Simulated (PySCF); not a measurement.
# Frontier orbitals and the lowest excitations

Species: (SiH3)3P, H₉PSi₃.
Cartesian coordinates in Å at the PBE0-D3(BJ)/def2-SVP level; atoms count from 1:
```xyz
13
H9PSi3 angstrom
Si    -0.6447    1.6897   -0.8278
P      0.2901   -0.3162   -1.2812
Si     1.8912   -0.2672    0.3102
Si    -1.1981   -1.5976   -0.1642
H      0.3016    2.7538   -1.2773
H     -0.9405    1.8815    0.6269
H     -1.9179    1.7919   -1.6016
H      2.9192    0.7352   -0.1000
H      2.5133   -1.6228    0.3821
H      1.3636    0.0998    1.6621
H     -0.6615   -2.9898   -0.1114
H     -2.4835   -1.5836   -0.9244
H     -1.4530   -1.1184    1.2310
```

The calculation used TDDFT CAM-B3LYP/def2-SVPD, vertical, gas phase, core orbitals frozen in the response (PySCF).

Frontier orbitals with the atoms that hold most of them (Löwdin shares over 4%, at most four atoms; ? is withheld):

```tsv
orbital	ε (eV)	atoms
HOMO-3	-11.16	Si4 16%, Si1 16%, Si3 16%, H7 9%
HOMO-2	-9.85	P2 34%, Si1 21%, Si3 13%, H9 7%
HOMO-1	-9.85	P2 34%, Si4 21%, Si3 14%, H8 7%
HOMO	?	?
LUMO	0.73	?
LUMO+1	0.89	P2 26%, Si3 24%, Si1 18%, H10 7%
LUMO+2	0.89	Si4 27%, P2 26%, Si1 13%, H13 8%
```

**Question.** Give the leading atoms of the HOMO.

**Answer.** P2 (bonded to 3 Si) 62%; Si1 (bonded to P and 3 H) 9%; Si4 (bonded to P and 3 H) 9%; Si3 (bonded to P and 3 H) 9%. By element: phosphorus 62%, silicon 27%.

**Question.** Which atoms hold the LUMO, and with what shares?

**Answer.** P2 (bonded to 3 Si) 16%; Si4 (bonded to P and 3 H) 15%; Si1 (bonded to P and 3 H) 15%; Si3 (bonded to P and 3 H) 15%. By element: silicon 44%, phosphorus 16%.

**Question.** What is the HOMO energy, and the HOMO–LUMO gap?

**Answer.** ε(HOMO) = -8.53 eV; the gap is 9.25 eV (0.3400 hartree).

Within 0.005 eV of a neighbour in this list lie HOMO-2/HOMO-1 and LUMO+1/LUMO+2 (point group found: C3v); within a degenerate set the shares of single atoms can hang on how the components are chosen.

**Question.** How does S1 compare with the orbital gap of 9.25 eV?

**Answer.** S1 is at 6.17 eV (f = 0.044), 3.08 eV below the gap, made of HOMO→LUMO (97%). 

Next come S2 at 6.25 eV (f 0.0086), HOMO→LUMO+3 (34%), HOMO→LUMO+1/LUMO+2 (≥28%), HOMO→LUMO+4 (20%); S3 at 6.26 eV (f 0.0085), HOMO→LUMO+4 (44%), HOMO→LUMO+1/LUMO+2 (≥25%), HOMO→LUMO+3 (18%); S4 at 6.44 eV (f 0.049), HOMO→LUMO+1/LUMO+2 (≥61%), HOMO→LUMO+4 (20%), HOMO→LUMO+3 (9%); S5 at 6.45 eV (f 0.049), HOMO→LUMO+1/LUMO+2 (≥58%), HOMO→LUMO+3 (17%), HOMO→LUMO+4 (11%).

Orbitals of the list HOMO-3 to LUMO+2 that lie within 0.01 eV of each other are written together with a slash and their weights summed (≥ marks a lower bound); for degenerate orbitals outside that list single weights are arbitrary.

Löwdin shares depend on the basis, the more so with diffuse functions.
